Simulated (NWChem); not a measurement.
# H2SeO; SMILES [SeH]O

```xyz
4

Se     0.0394    -0.3717    -0.0080
H     -1.4259    -0.5818     0.0040
O      0.0077     1.4357    -0.0723
H      0.0257     1.7352     0.8455
```
Atoms are numbered in this order, from 1.

Structure relaxed at the PBE0/def2-SVP level.

 States above −ε(HOMO) = 5.7 eV lie in this functional's continuum and hang on the basis.

Problem. List the 6 lowest vertical singlet excitations from PBE/def2-SVPD, TDA (NWChem).

Solution. 
```csv
state,energy (eV),oscillator strength,leading excitation (squared amplitude)
S1,3.67,0.002,HOMO → LUMO (0.99)
S2,5.17,0.039,HOMO → LUMO+1 (0.96)
S3,5.25,0.009,HOMO−1 → LUMO (0.97)
S4,5.95,0.019,HOMO → LUMO+2 (0.97)
S5,6.63,0.002,HOMO → LUMO+3 (0.98)
S6,6.82,0.029,HOMO−1 → LUMO+1 (0.91)
```
